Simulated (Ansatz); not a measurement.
Basis-set extrapolation for `CSS[SiH2]O` (PBE0-D4/def2-TZVP geometry, frozen core, Ansatz 0.2.0). Multiplicity 1, RHF reference.

```
                       def2-TZVPP    def2-QZVPP
                 HF  -1200.384175  -1200.421778
    MP2 correlation     -0.893056     -0.966787
CCSD(T) correlation     -0.989262       not run
```

Energies in hartree. Use E(X) = E(∞) + A·exp(−7.88·√X) for Hartree–Fock and E(X) = E(∞) + B·X^(−2.97) for correlation, with X = 3 and 4, and add CCSD(T) minus MP2 of the smaller set to the MP2 limit.

Question: What is the CCSD(T) energy at the basis-set limit?

Answer: HF limit: -1200.421778 + (-0.037603) × 0.13774 = -1200.42696. MP2 limit: -0.966787 + (-0.073731) × 0.74074 = -1.02140. Higher-order term: -0.989262 − (-0.893056) = -0.09621. Total: -1201.54457 hartree, 449.3 kJ/mol below CCSD(T)/def2-TZVPP.
